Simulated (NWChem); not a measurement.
Species: H₃O₂ cation; SMILES O[OH2+]

```xyz
5

O     -0.0015     0.8042    -0.1187
O      0.0011    -0.6410     0.0836
H      0.0126     1.1080     0.8299
H      0.8090    -0.9757    -0.4033
H     -0.8194    -0.9755    -0.3819
```
Atoms are numbered in this order, from 1.

Level: PBE-D3(BJ)/def2-SVP (NWChem); excitation at 532 nm, off resonance, unscaled harmonic frequencies. The geometry was optimised at PBE-D3(BJ)/def2-SVP.

Question: Give the Raman lines with relative activities.

Answer: 
```json
[
 {"wavenumber (cm⁻¹)": "415", "relative intensity": "8.4"},
 {"wavenumber (cm⁻¹)": "809", "relative intensity": "16"},
 {"wavenumber (cm⁻¹)": "992", "relative intensity": "7.0"},
 {"wavenumber (cm⁻¹)": "1132", "relative intensity": "9.3"},
 {"wavenumber (cm⁻¹)": "1423", "relative intensity": "4.7"},
 {"wavenumber (cm⁻¹)": "1564", "relative intensity": "13"},
 {"wavenumber (cm⁻¹)": "3382", "relative intensity": "88"},
 {"wavenumber (cm⁻¹)": "3457", "relative intensity": "45"},
 {"wavenumber (cm⁻¹)": "3496", "relative intensity": "100"}
]
```
